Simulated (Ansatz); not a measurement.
A nudged elastic band was laid between two geometries of AlBrFH3 (6 atoms, charge 0, multiplicity 1).

All numbers below come from RKS PBE-D4/def2-SVP (Ansatz 0.2.0).

- movable images: 9
- climbing image: yes
- spring: 5.0 eV/Å²
- optimiser: quadratic models (default)
- start path: through a guess of the saddle point
- force threshold: 0.03 eV/Å
- iteration limit: 60
- end points: relaxed

Image 0:

```xyz
6
Properties=species:S:1:pos:R:3
Al 0.009 -0.095 0.020
F 0.012 0.132 1.774
H 1.429 0.141 -0.654
H -1.430 0.057 -0.638
Br 0.088 -2.616 0.960
H 0.057 -1.376 1.857
```

Image 10:

```xyz
6
Properties=species:S:1:pos:R:3
Al 0.016 -0.366 -0.093
F 0.017 -0.006 1.878
H 1.422 0.159 -0.612
H -1.424 0.076 -0.597
Br 0.087 -2.617 0.731
H 0.047 -1.003 2.012
```

Which bonds break or form, and what moves?

Bonds broken: Br5–H6. Bonds formed: F2–H6.

What energy profile does the band end with?

The run converged. The highest image is number 0 of 0 to 10, 0.000 eV above the first end and 0.137 eV above the last; the last end lies 0.137 eV below the first. The highest image is an end point: on this band no image between the ends rises above it. A vibrational analysis next to that end finds imaginary modes (94i cm⁻¹), so it isn't a minimum. The orbitals stay closed-shell, which can raise the energy where a bond breaks towards radicals; this wasn't checked here.

```json
{"image": "0", "path coordinate (Å)": "0.00", "energy (eV)": "0.000", "Br5–H6 (Å)": "1.53", "F2–H6 (Å)": "1.51"}
{"image": "1", "path coordinate (Å)": "0.05", "energy (eV)": "-0.001", "Br5–H6 (Å)": "1.55", "F2–H6 (Å)": "1.46"}
{"image": "2", "path coordinate (Å)": "0.11", "energy (eV)": "-0.003", "Br5–H6 (Å)": "1.58", "F2–H6 (Å)": "1.38"}
{"image": "3", "path coordinate (Å)": "0.18", "energy (eV)": "-0.010", "Br5–H6 (Å)": "1.62", "F2–H6 (Å)": "1.31"}
{"image": "4", "path coordinate (Å)": "0.24", "energy (eV)": "-0.026", "Br5–H6 (Å)": "1.67", "F2–H6 (Å)": "1.24"}
{"image": "5", "path coordinate (Å)": "0.31", "energy (eV)": "-0.050", "Br5–H6 (Å)": "1.73", "F2–H6 (Å)": "1.17"}
{"image": "6", "path coordinate (Å)": "0.37", "energy (eV)": "-0.077", "Br5–H6 (Å)": "1.79", "F2–H6 (Å)": "1.12"}
{"image": "7", "path coordinate (Å)": "0.43", "energy (eV)": "-0.103", "Br5–H6 (Å)": "1.85", "F2–H6 (Å)": "1.08"}
{"image": "8", "path coordinate (Å)": "0.50", "energy (eV)": "-0.122", "Br5–H6 (Å)": "1.92", "F2–H6 (Å)": "1.05"}
{"image": "9", "path coordinate (Å)": "0.56", "energy (eV)": "-0.134", "Br5–H6 (Å)": "1.99", "F2–H6 (Å)": "1.02"}
{"image": "10", "path coordinate (Å)": "0.63", "energy (eV)": "-0.137", "Br5–H6 (Å)": "2.06", "F2–H6 (Å)": "1.01"}
```

Time of the run: 49 s on 1 thread of AMD EPYC 9B45 (Zen 5), with other jobs on the host, peak memory 0.16 GiB.
